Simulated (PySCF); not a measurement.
Species: C6H11O2 (doublet state).
Numbering: `[CH2:1][C@@H:2]([O:3][CH3:4])[C@H:5]([CH3:6])[CH:7]=[O:8]` (hydrogens: H9, H10 on C1; H11 on C2; H12, H13, H14 on C4; H15 on C5; H16, H17, H18 on C6; H19 on C7)

Cartesian coordinates in Å at the GFN2-xTB level; atoms count from 1:
```
atom  x, y, z in Å
C1     0.6100    1.6531    0.5716
C2     0.3652    0.4846   -0.2743
O3     0.9585   -0.7021    0.2143
C4     2.3518   -0.7433    0.0407
C5    -1.1836    0.1863   -0.3962
C6    -1.8015   -0.0950    0.9645
C7    -1.2907   -0.9896   -1.3256
O8    -1.2301   -0.9166   -2.5228
H9     0.3593    2.6317    0.2128
H10    0.8743    1.5224    1.6026
H11    0.7087    0.6784   -1.3087
H12    2.6818   -1.7035    0.4321
H13    2.8500    0.0667    0.5849
H14    2.6183   -0.6703   -1.0212
H15   -1.6359    1.0629   -0.8681
H16   -2.8404   -0.3966    0.8486
H17   -1.2537   -0.8926    1.4589
H18   -1.7640    0.7945    1.5884
H19   -1.3877   -1.9619   -0.8101
```

The hyperfine couplings belong to this conformer and change with its torsions.

The calculation used PySCF 2.14.0, UKS B3LYP, pcH-1 on C H O, non-relativistic, mean-field spin-orbit, GIAO. One conformer (not necessarily the lowest) at the GFN2-xTB geometry, without solvent, vibrations or thermal averaging. The geometry wasn't refined by DFT: couplings that depend on bond lengths, twists or pyramidal angles can differ widely from those at the functional's own minimum. The SCF solution wasn't tested for stability.

Computed for the main isotopes (class means, splittings of 0.05 mT or more): g = 2.0027; H11 1H +72.2 MHz (2.58 mT); H9/H10 1H -60.6 MHz (2.16 mT); H19 1H +6.7 MHz (0.24 mT); H15 1H -2.2 MHz (0.08 mT); 24 first-order lines, 7.22 mT wide.

Task: What changes when 1H at H15 is replaced by 2H?

Result: Only the nuclear moment changes in this model. The ratio of g factors is 0.85744/5.58569 = 0.1535, so a goes from -2.2 to -0.3 MHz (0.012 mT). The spin goes from 1/2 to 1, so the 1:1 doublet becomes a 1:1:1 triplet. The spectrum then has 36 first-order lines over 7.17 mT, counting the new splitting although it is under 0.05 mT.

Task: Give position and intensity of the satellites from 13C at C1.

Result: a = +91.9 MHz, or 3.28 mT in magnitude, and I = 1/2, so to first order each main line has two satellites, at ±1.64 mT. The isotope's abundance is about 1.07 %, shared among 2 lines, so each has 0.54 % of the main line's intensity.

Task: Give position and intensity of the satellites from 13C at C5.

Result: a = +60.9 MHz, or 2.17 mT in magnitude, and I = 1/2, so to first order each main line has two satellites, at ±1.09 mT. The isotope's abundance is about 1.07 %, shared among 2 lines, so each has 0.54 % of the main line's intensity.

Nuclei that the bonding pattern makes equivalent are averaged, as if the motion that swaps them (rotation, inversion, ring flip) were fast.
